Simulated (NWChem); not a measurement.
System: CrNH3O3; SMILES [NH2][Cr]([OH])(=[O])=[O]

Here is an NWChem input.

```
start job
memory heap 200 mb stack 900 mb global 1100 mb
geometry units angstroms
  Cr     0.086395    -0.016348    -0.023670
  O      1.087457     0.990613     0.600647
  O      0.480997    -1.510129     0.113159
  O     -0.391689     0.402703    -1.577097
  H     -0.510582     0.612611    -2.503716
  N     -1.368907     0.127648     1.046724
  H     -1.609170     0.947864     1.595678
  H     -1.993310    -0.636142     1.286896
end
basis spherical
  * library def2-svp
end
dft
  xc pbe0
  iterations 150
end
driver
  maxiter 120
end
task dft optimize
```

Not confirmed as a minimum by frequencies.

The level has its own optimisation. Brackets give each atom's bonded neighbours.

Question: Give the results of this calculation. (PBE0/def2-SVP.) Quantities: r Cr–O [Cr(NOOO)–O(Cr)] (Å); r Cr–O [Cr(NOOO)–O(CrH)] (Å); r Cr–N (Å); r H–O (Å); dipole (D).

Answer: 
```yaml
r Cr–O [Cr(NOOO)–O(Cr)] (Å): 1.539
r Cr–O [Cr(NOOO)–O(CrH)] (Å): 1.744
r Cr–N (Å): 1.767
r H–O (Å): 0.967
dipole (D): 2.02
```
